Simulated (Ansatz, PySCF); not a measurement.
Zr(F)3(OH) (F₃HOZr), SMILES [F][Zr]([OH])([F])[F], multiplicity 1. Atoms are numbered in the order given.

```xyz
6

Zr     0.0283    -0.0215     0.0000
F      0.7699     0.8045     1.5588
F      0.7699     0.8045    -1.5588
F      0.4837    -1.8801     0.0000
O     -1.8706     0.1806     0.0000
H     -2.8248     0.2806     0.0000
```
Charge 0, spin multiplicity 1.

Geometry optimised at B3LYP-D3(BJ)/def2-SVP. The multiplicity is an assumed one; other spin states were not compared. The def2 effective core potentials stand for the cores of Zr; spin–orbit coupling is left out. One conformer was computed; it need not be the lowest.

Two levels are set side by side: PBE-D3(BJ)/def2-SVP (Ansatz, a first-principles code) and B3LYP-D3(BJ)/def2-SVP (Ansatz). Each level has its own optimised geometry; the coordinates shown are those of the second. Frequencies come from the Hessian of PySCF at each geometry. Differences are taken from unrounded values.

```tsv
quantity	B3LYP-D3(BJ)
mean bond length (Å)	1.722
bond Zr1–F2 (Å)	1.914
bond Zr1–F3 (Å)	1.914
bond Zr1–F4 (Å)	1.914
bond Zr1–O5 (Å)	1.910
bond O5–H6 (Å)	0.960
highest harmonic wavenumber (cm⁻¹)	3963
mean harmonic wavenumber (cm⁻¹)	686
zero-point energy (kcal/mol)	11.77
```

Problem. What does PBE-D3(BJ) give, and how far is it from B3LYP-D3(BJ)? (An estimate is asked for; the answer gives what the named calculation found.)

Solution. 
```tsv
quantity	PBE-D3(BJ)	PBE-D3(BJ) minus B3LYP-D3(BJ)
mean bond length (Å)	1.727	0.005
bond Zr1–F2 (Å)	1.918	0.004
bond Zr1–F3 (Å)	1.918	0.004
bond Zr1–F4 (Å)	1.918	0.004
bond Zr1–O5 (Å)	1.913	0.003
bond O5–H6 (Å)	0.966	0.007
highest harmonic wavenumber (cm⁻¹)	3872	-91
mean harmonic wavenumber (cm⁻¹)	665	-21
zero-point energy (kcal/mol)	11.40	-0.36
```
